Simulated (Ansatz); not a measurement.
CH7GeNO can be A, `C[NH][GeH2][OH]`, or B, `NC[O][GeH3]`.

Calculated with Ansatz (gas phase, PBE0-D4/def2-TZVP geometries, no zero-point term in ΔE). CBS: MP2 limit from def2 TZ/QZ plus the TZ coupled-cluster correction, frozen cores. Functionals use def2-TZVPP. B3LYP here is the variant with VWN-RPA as its local correlation; programs differ in this. For Ge outer-core shells are correlated without core-valence functions, which leaves a few kJ/mol of doubt a bond. Scalar relativity is left out up to krypton. Each species was taken in one conformer, which may not be the lowest.

(1) Which is lower in electronic energy at CCSD(T)/CBS, and by how much? (An estimate is asked.)

(2) Give E(B) − E(A) in kJ/mol with PBE0-D4, ωB97M-V, HF/def2-TZVPP, PBE-D4, B3LYP, MP2/def2-TZVPP, r2SCAN-D4. (Best estimate.)

Largest T1 diagnostic: 0.012.

## Answers

(1) Computed: A, by 74.8 kJ/mol.

(2) The calculation gave: PBE0-D4 65.2, ωB97M-V 67.7, HF/def2-TZVPP 65.5, PBE-D4 62.4, B3LYP 64.0, MP2/def2-TZVPP 78.9, r2SCAN-D4 65.0. None reverses the order clearly.

In def2-TZVPP, CCSD(T) changes the Hartree–Fock value by +5.9 kJ/mol (the triples alone add −0.1 kJ/mol) and MP2 by +13.5 kJ/mol.
